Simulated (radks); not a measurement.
Values are calculated unless marked as measured or tabulated.
Question: These are the eigenvalues of the occupied orbitals of an atom or ion with whole-number occupations (Ry). Level of theory: scalar-relativistic Kohn-Sham, PBE, spin-polarised, spherical densities, finite nucleus; Fermi nuclear charge, rms radius of each element as measured or else 0.836 A^(1/3) + 0.57 fm (a radial shooting solver on a logarithmic mesh with Libxc functionals).

1s up: -48.77499
1s down: -48.72290
2s up: -2.25433
2s down: -2.12897
2p up: -0.87124
2p down: -0.75154

Which element is it, and in what charge state? The configuration may be excited. Open shells, if any, are filled with parallel spins first.

Answer: Z = 9, fluorine, charge 0: F in [He] 2s2 2p5. The list shows which subshells hold electrons but not how many an open one holds; the 1s level, -24.387 hartree, gives Z - s = 7.0 by -(Z - s)^2/2, which with screening and relativity narrows Z to a few neighbours, and the depths of the outer levels then fix element, charge and occupations together.
